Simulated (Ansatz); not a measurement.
Computed with Ansatz on PBE0-D4/def2-TZVP structures; ΔE is electronic, products minus reactants. CCSD(T)/CBS adds triple-zeta CCSD(T) − MP2 to the extrapolated MP2 energy (def2 sets, frozen cores). Functionals use def2-TZVPP. Each species was taken in one conformer, which may not be the lowest.

Consider the ligand exchange at the Si–N bond: `CN([SiH2]O)[SiH](F)F` + `O[SiH3]` → `F[SiH](F)O[SiH3]` + `CN[SiH2]O`.

```json
{"level": "PBE0-D4", "ΔE (kcal/mol)": "-12.7", "difference from CCSD(T)/CBS": "0.7"}
{"level": "ωB97M-V", "ΔE (kcal/mol)": "-13.1", "difference from CCSD(T)/CBS": "0.3"}
{"level": "B2PLYP", "ΔE (kcal/mol)": "-14.9", "difference from CCSD(T)/CBS": "-1.5"}
{"level": "PBE", "ΔE (kcal/mol)": "-13.0", "difference from CCSD(T)/CBS": "0.4"}
{"level": "MP2/def2-TZVPP", "ΔE (kcal/mol)": "-13.0", "difference from CCSD(T)/CBS": "0.4"}
{"level": "SCS-MP2/def2-TZVPP", "ΔE (kcal/mol)": "-13.9", "difference from CCSD(T)/CBS": "-0.5"}
{"level": "CCSD/def2-TZVPP", "ΔE (kcal/mol)": "-14.1", "difference from CCSD(T)/CBS": "-0.7"}
{"level": "HF/def2-QZVPP", "ΔE (kcal/mol)": "-19.0", "difference from CCSD(T)/CBS": "-5.6"}
{"level": "MP2/def2-QZVPP", "ΔE (kcal/mol)": "-13.2", "difference from CCSD(T)/CBS": "0.2"}
{"level": "HF/CBS(def2)", "ΔE (kcal/mol)": "-19.1", "difference from CCSD(T)/CBS": "-5.7"}
{"level": "CCSD(T)/CBS", "ΔE (kcal/mol)": "-13.4", "difference from CCSD(T)/CBS": "0"}
```

Largest T1 diagnostic among the species: 0.012.

The D4 term adds +1.7 kcal/mol with B3LYP and +1.0 kcal/mol with PBE0; it sums over pairs of atoms, weighted by their polarisabilities, and B3LYP, whose exchange is more repulsive, gets the larger term. In def2-TZVPP, CCSD(T) changes the Hartree–Fock value by +5.4 kcal/mol (the triples alone add +0.9 kcal/mol) and MP2 by +5.6 kcal/mol. From PBE to PBE0 (25 % exact exchange), in def2-TZVPP and without D4, ΔE moves by −0.7 kcal/mol.

B3LYP here is the variant with VWN-RPA as its local correlation; programs differ in this.
